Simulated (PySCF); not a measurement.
(1E)-1-fluorobuta-1,3-diene (C4H5F), SMILES C=C/C=C/F. Geometry optimised at PBE-D3(BJ)/def2-SVP. Other conformers were not sampled.

Computed equilibrium geometry at PBE-D3(BJ)/def2-SVP (PySCF confirms it by a frequency run) as a Z-matrix, and its point group (one conformer of several):
point group Cs.
```
C
C 1 1.3498
F 2 1.3399 1 122.38
H 1 1.1031 2 118.17 3 0.00
H 2 1.1041 3 112.85 1 180.00
C 1 1.4518 4 119.00 2 180.00
C 6 1.3530 1 124.70 4 0.00
H 7 1.0999 6 121.42 1 180.00
H 7 1.1022 8 117.28 6 180.00
H 6 1.1052 7 118.88 8 0.00
```
Charge 0, spin multiplicity 1.
